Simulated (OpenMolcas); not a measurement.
# Nb: effect of the active space

| Quantity | Value |
| --- | --- |
| Program | OpenMolcas 26.06 |
| Method | CASSCF or its RAS form |
| Basis | ANO-RCC-VTZP |
| Scalar Hamiltonian | DKH2, point nucleus |
| Spin-orbit coupling | RASSI with atomic mean-field integrals over the reference wave functions, term energies averaged over their components |

A. 5 electrons in 6 orbitals (4d 5s); 2S+1 = 6 even, 6 roots; 2S+1 = 4 even, 66 roots; 2S+1 = 2 even, 98 roots; cost of the order of 2.7 core-minutes
B. 5 electrons in 9 orbitals (RAS2 4d 5s; RAS3 5p, at most 2 electrons); 2S+1 = 6 even, 6 roots; 2S+1 = 4 even, 77 roots kept (CI in the orbitals of an earlier block, 50 in the spin-orbit step); 2S+1 = 2 even, 86 roots kept (CI in the orbitals of an earlier block); 2S+1 = 6 odd, 45 roots (36 in the spin-orbit step); 2S+1 = 4 odd, 85 roots kept (CI in the orbitals of an earlier block, 35 in the spin-orbit step); 2S+1 = 2 odd, 86 roots kept (CI in the orbitals of an earlier block, 6 in the spin-orbit step); cost roughly 110 core-seconds

Energies in cm-1 above 4d4 5s 6D 1/2, the measured ground level; measured values from NIST Handbook of Basic Atomic Spectroscopic Data.

```tsv
Level	A	B	Measured
4d4 5s 6D 1/2	0.0	0.0	0.0
4d4 5s 6D 3/2	141	144	154
4d4 5s 6D 5/2	366	371	392
4d4 5s 6D 7/2	664	669	695
4d4 5s 6D 9/2	1024	1027	1050
4d3 5s2 4F 3/2	9638	4963	1143
4d3 5s2 4F 5/2	9948	5315	1587
4d3 5s2 4F 7/2	10342	5778	2154
4d4 5s 4P 1/2(1)	10664	8648	
4d3 5s2 4F 9/2	10786	6322	2805
4d4 5s 4P 3/2(1)	11071	9006	
4d4 5s 4P 5/2(1)	11771	9685	
4d4 5s 4D 1/2(1)	14061	10920	
4d4 5s 4D 3/2(1)	14305	11166	
4d4 5s 4D 5/2(1)	14638	11499	
4d4 5s 4H 7/2	14893	14425	
4d4 5s 4H 9/2	15031	14546	
4d4 5s 4D 7/2(1)	15050	11905	
4d4 5s 4H 11/2	15213	14702	
4d4 5s 4H 13/2	15446	14941	
4d5 6S 5/2	16550	15868	
4d3 5s2 2G 7/2	17003	13649	
4d3 5s2 2G 9/2	17376	14090	
4d4 5s 4G 11/2	17814	17162
```

Deviations, from unrounded energies. A percentage is the sum of absolute deviations over the sum of measured energies, with the sign that they share, or ± where signs differ.

```csv
Against measurement,Levels,A,B
mean absolute deviation (cm-1),8,4100,1800
fine structure of the ground term (%),4,-4.2,-3.5
other configurations (%),4,+429.5,+191.0
```

B lies closest to measurement on these levels. The largest miss of B in the table is 4d3 5s2 4F 3/2, by +3800 cm-1. The ranking rests on the paired levels alone, and a cruder setting can come out closer through cancelling errors.

The spin-orbit steps hold different terms of 4d4 5s (B lacks a 2D, a 2F, a 4F), which shifts levels as well.

Between A and B the level of the table that moves most is 4d3 5s2 4F 3/2, by 4700 cm-1 (lowest in B, highest in A).

Without dynamic correlation excited terms often stand tens of per cent too high (terms of higher spin than the ground term too low), and those without a measured partner can miss by more than the paired ones. Configurations are named by rounded mean occupations; where the s occupation lies near a half they are strongly mixed, a name can repeat and a true partner stay unpaired. A single d shell beside an s shell can misplace configurations of different d count against each other. Some high roots are left out of the spin-orbit mixing, which shifts the levels that they would mix with (holds for B). Terms from blocks run as CI alone lack orbitals of their own (holds for B). Measured partners are found by configuration, term and J. A level has none where our copy of the source lacks it or the pairing is in doubt (some pairs that miss far off the trend of their configuration count as doubtful), and it then counts in no deviation. Levels of configurations outside the active space are missing. The table leaves out levels that lie high or whose names do not pair safely across all columns.

A number in round brackets counts repeated terms of one configuration in the order of the reference energies.
